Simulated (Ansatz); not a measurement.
Total energies of K₈F₈ (relaxed from a model of 1x4x4 KF rock-salt block, whose bonding it doesn't keep) from Ansatz at PBE-D4/def2-SVP, gas phase (1 Eh = 27.2114 eV = 2625.5 kJ/mol). The reference geometry is relaxed at PBE-D4/def2-SVP.

```xyz
16

K    -2.812    0.394    2.637
F    -2.873    1.213    0.334
K    -1.035    2.976    0.700
F     0.009    3.839   -1.303
F    -0.816    1.761    2.965
K    -1.408   -0.492   -0.606
F     0.797    0.794   -0.083
K     1.425    2.192   -2.159
K     0.855    0.022    2.408
F     2.089   -2.028    1.470
K     2.368   -1.078   -0.779
F     1.861   -0.142   -3.142
F    -1.310   -1.506    1.787
K     0.119   -3.379    1.015
F     0.157   -2.548   -1.447
K     0.575   -2.016   -3.796
```

```csv
state,geometry,energy (Eh)
charge 0 singlet,reference,-5595.26368
charge 1 doublet,reference,-5595.01108
charge -1 doublet,reference,-5595.28270
charge -1 doublet,relaxed at PBE-D4/def2-SVP,-5595.28592
free K atom (doublet),–,-599.61266
free F atom (doublet),–,-99.53976
```

Problem. Work out the vertical ionisation energy to the doublet.

Solution. E(charge 1 doublet) − E(charge 0 singlet) = -5595.01108 − (-5595.26368) = 0.25260 Eh = 6.87 eV. For comparison, −ε of the highest occupied level is 3.98 eV at this level, 2.89 eV less.

Problem. Work out the vertical electron affinity, to the doublet.

Solution. E(charge 0 singlet) − E(charge -1 doublet) = -5595.26368 − (-5595.28270) = 0.01902 Eh = 0.52 eV. The basis lacks diffuse functions, which makes affinities too small.

Problem. Give the fundamental gap IE − EA, the Mulliken electronegativity (IE + EA)/2 and the hardness (IE − EA)/2.

Solution. From the values in Eh: IE − EA = 0.25260 − 0.01902 = 0.23358 Eh = 6.36 eV; (IE + EA)/2 = 3.70 eV; (IE − EA)/2 = 3.18 eV. The HOMO–LUMO gap of the same run is 2.38 eV, 3.98 eV smaller than the fundamental gap.

Problem. How much does the charge -1 doublet relax, and what is the adiabatic electron affinity?

Solution. Relaxation: -5595.28270 − (-5595.28592) = 0.00322 Eh = 0.09 eV. Adiabatic electron affinity: 0.02224 Eh = 0.61 eV, without zero-point energy. 

Problem. What is the binding energy per atom against free atoms?

Solution. Atoms: 8 × (-599.61266) + 8 × (-99.53976) = -5593.21936 Eh. Binding: -5593.21936 − (-5595.26368) = 2.04432 Eh = 55.63 eV, or 3.48 eV for each of 16 atoms (no zero-point energy, no counterpoise term).

At PBE-D4/def2-SVP the gap within one spin of the charge 1 doublet nearly closes, so an electron or hole may be smeared out by delocalisation error. At PBE-D4/def2-SVP the highest occupied level of the charge -1 doublet lies above zero (up to 0.62 eV). By energy differences its removal costs 0.52 eV (vertical, to the charge 0 singlet, at PBE-D4/def2-SVP); self-interaction error and the lack of diffuse functions both raise the level. At PBE-D4/def2-SVP the highest occupied level of the relaxed charge -1 doublet lies above zero (up to 0.52 eV). By energy differences its removal costs 0.61 eV (each at its own geometry, to the charge 0 singlet, at PBE-D4/def2-SVP); self-interaction error and the lack of diffuse functions both raise the level.
